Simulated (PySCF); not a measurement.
Can point charges reproduce the dipole moment of `C=C(C)[P@H](=S)C1CC1`?

Coordinates (GFN2-xTB, Å) and charges (e) from the PBE0/pcSseg-1 density (PySCF):

```json
{"atom": "C1", "x": "2.209", "y": "1.181", "z": "-0.662", "Mulliken": "-0.0170", "IAO": "-0.2868", "Hirshfeld": "-0.0851", "ESP-fitted": "-0.4255"}
{"atom": "C2", "x": "1.572", "y": "0.104", "z": "-0.227", "Mulliken": "-0.6281", "IAO": "-0.2183", "Hirshfeld": "-0.0398", "ESP-fitted": "+0.2733"}
{"atom": "C3", "x": "2.009", "y": "-0.763", "z": "0.911", "Mulliken": "-0.1570", "IAO": "-0.4261", "Hirshfeld": "-0.1149", "ESP-fitted": "-0.4934"}
{"atom": "P4", "x": "0.016", "y": "-0.367", "z": "-1.057", "Mulliken": "+0.5813", "IAO": "+0.9617", "Hirshfeld": "+0.3181", "ESP-fitted": "-0.1331"}
{"atom": "S5", "x": "-0.513", "y": "0.660", "z": "-2.599", "Mulliken": "-0.4141", "IAO": "-0.6000", "Hirshfeld": "-0.2849", "ESP-fitted": "-0.2952"}
{"atom": "C6", "x": "-1.211", "y": "-0.476", "z": "0.291", "Mulliken": "-0.4921", "IAO": "-0.3822", "Hirshfeld": "-0.0885", "ESP-fitted": "-0.0227"}
{"atom": "C7", "x": "-1.920", "y": "0.801", "z": "0.645", "Mulliken": "-0.1789", "IAO": "-0.2833", "Hirshfeld": "-0.0865", "ESP-fitted": "-0.2913"}
{"atom": "C8", "x": "-2.652", "y": "-0.275", "z": "-0.080", "Mulliken": "-0.1710", "IAO": "-0.2784", "Hirshfeld": "-0.0850", "ESP-fitted": "-0.2333"}
{"atom": "H9", "x": "3.130", "y": "1.527", "z": "-0.221", "Mulliken": "+0.1130", "IAO": "+0.1528", "Hirshfeld": "+0.0543", "ESP-fitted": "+0.1884"}
{"atom": "H10", "x": "1.817", "y": "1.752", "z": "-1.490", "Mulliken": "+0.1447", "IAO": "+0.1695", "Hirshfeld": "+0.0366", "ESP-fitted": "+0.1735"}
{"atom": "H11", "x": "3.077", "y": "-0.656", "z": "1.086", "Mulliken": "+0.1348", "IAO": "+0.1584", "Hirshfeld": "+0.0537", "ESP-fitted": "+0.1552"}
{"atom": "H12", "x": "1.480", "y": "-0.480", "z": "1.822", "Mulliken": "+0.1460", "IAO": "+0.1581", "Hirshfeld": "+0.0488", "ESP-fitted": "+0.1476"}
{"atom": "H13", "x": "1.785", "y": "-1.809", "z": "0.701", "Mulliken": "+0.1234", "IAO": "+0.1460", "Hirshfeld": "+0.0445", "ESP-fitted": "+0.1398"}
{"atom": "H14", "x": "0.249", "y": "-1.732", "z": "-1.295", "Mulliken": "+0.0797", "IAO": "-0.0619", "Hirshfeld": "-0.0043", "ESP-fitted": "+0.1351"}
{"atom": "H15", "x": "-0.974", "y": "-1.177", "z": "1.083", "Mulliken": "+0.1522", "IAO": "+0.1577", "Hirshfeld": "+0.0509", "ESP-fitted": "+0.1266"}
{"atom": "H16", "x": "-2.151", "y": "0.991", "z": "1.682", "Mulliken": "+0.1355", "IAO": "+0.1535", "Hirshfeld": "+0.0513", "ESP-fitted": "+0.1413"}
{"atom": "H17", "x": "-1.657", "y": "1.686", "z": "0.080", "Mulliken": "+0.1535", "IAO": "+0.1606", "Hirshfeld": "+0.0408", "ESP-fitted": "+0.1533"}
{"atom": "H18", "x": "-3.395", "y": "-0.855", "z": "0.447", "Mulliken": "+0.1347", "IAO": "+0.1538", "Hirshfeld": "+0.0521", "ESP-fitted": "+0.1283"}
{"atom": "H19", "x": "-2.879", "y": "-0.104", "z": "-1.124", "Mulliken": "+0.1593", "IAO": "+0.1649", "Hirshfeld": "+0.0380", "ESP-fitted": "+0.1319"}
```

**Question.** Compute μ = Σ q r for each scheme (1 e·Å = 4.803 D) and compare with the dipole of the full density.

**Answer.** The full density gives (1.13, -1.56, 4.14) D, 4.56 D in size; dipole vectors point from the negative to the positive end.

```json
{"scheme": "Mulliken", "μx": "0.73", "μy": "-1.56", "μz": "3.21", "size (D)": "3.65", "share of the full size (%)": "80", "angle to the full dipole (°)": "6"}
{"scheme": "IAO", "μx": "1.16", "μy": "-2.27", "μz": "3.86", "size (D)": "4.62", "share of the full size (%)": "101", "angle to the full dipole (°)": "9"}
{"scheme": "Hirshfeld", "μx": "0.99", "μy": "-1.44", "μz": "2.56", "size (D)": "3.10", "share of the full size (%)": "68", "angle to the full dipole (°)": "9"}
{"scheme": "ESP-fitted", "μx": "1.16", "μy": "-1.65", "μz": "4.13", "size (D)": "4.59", "share of the full size (%)": "101", "angle to the full dipole (°)": "1"}
```

**Question.** Which set comes closest?

**Answer.** Length of the difference vector: ESP-fitted 0.10 D, IAO 0.76 D, Mulliken 1.01 D, Hirshfeld 1.59 D. Closest: ESP-fitted. 

**Question.** What is left for the Hirshfeld atoms' own dipoles?

**Answer.** The Hirshfeld atoms' densities add up to the full density, so μ = Σ q r + Σ (atomic dipoles). The atomic dipoles sum to (1.13, -1.56, 4.14) − (0.99, -1.44, 2.56) = (0.14, -0.12, 1.58) D, 1.59 D in size.

**Question.** With the origin at the mean of the coordinates, (-0.001, 0.000, 0.000) Å, which are the largest single terms, by size, of the ESP-fitted dipole along the direction of the full one?

**Answer.** S5 +3.84, C3 -3.75, H12 +1.55, H11 +1.47, H10 -1.25 D; all 19 atoms together +4.59 D. The single terms depend on the origin, their sum doesn't.

**Question.** Give the size of the full dipole in other units.

**Answer.** 4.56 D = 1.795 au = 0.950 e·Å = 15.22 × 10⁻³⁰ C·m.

One conformer (not necessarily the lowest) at the GFN2-xTB geometry, without solvent, vibrations or thermal averaging.

Conformer computed: `[CH2:1]=[C:2]([CH3:3])[P@H:4](=[S:5])[CH:6]1[CH2:7][CH2:8]1`: C1–C2–P4–S5 5°, C2–P4–C6–C7 88°.
